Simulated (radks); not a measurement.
Spherical quantum dot in the effective-mass picture: electrons in a hard-walled sphere of radius 2.86, all in effective atomic units (hartree* = m*/eps^2 hartree, bohr* = eps/m* bohr), one dielectric constant everywhere. Method: non-relativistic Kohn-Sham, r2SCAN, spin-polarised, spherical densities, generalised Kohn-Sham scheme; computed with a radial shooting solver with Libxc functionals. Levels are named by radial order and angular momentum (1s, 1p, 1d, 2s, ...), and open shells are averaged over m.

N = 8, configuration 1s2 1p6. This is the lowest configuration that the search found. Occupied and some empty levels:

level  occupation  eigenvalue (hartree*)  <r> (bohr*)
1s              2                 4.2442        1.675
1p              6                 4.7133        1.830
1d              0                 5.4193        1.940
2s              0                 6.2442        1.354
1f              0                 6.3262        2.023

Energy (hartree*): total 21.8225, kinetic 9.1909, external 0, Hartree 16.143, exchange-correlation -3.5119.
